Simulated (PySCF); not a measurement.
## He⁺ (helium, charge +1) across methods

1s1, 2S determinant. Computed with PySCF 2.14 in aug-cc-pV5Z (6s5p4d3f2g, 80 functions), with the non-relativistic Hamiltonian (point nucleus).

```
method  E (hartree)  mean ε 1s α (eV)  Σ⟨r²⟩ (bohr²)   ⟨S²⟩
M06-2X      -1.9966           -47.728         0.7735  0.750
   PBE      -1.9937           -42.038         0.7795  0.750
   LDA      -1.9417           -41.099         0.8000  0.750
r2SCAN      -2.0001           -43.212         0.7623  0.750
PBEsol      -1.9695           -41.514         0.7866  0.750
  PW91      -1.9967           -42.162         0.7790  0.750
   UHF     -1.99994           -54.421         0.7503  0.750
  PBE0      -1.9967           -45.173         0.7709  0.750
```

Problem. Estimate the same row for r2SCANh.

Solution. E (hartree) = -2.0001; mean ε 1s α (eV) = -44.329; Σ⟨r²⟩ (bohr²) = 0.7610; ⟨S²⟩ = 0.750.

For one electron the Hartree and exchange-correlation energies should cancel; what remains is the self-interaction error.
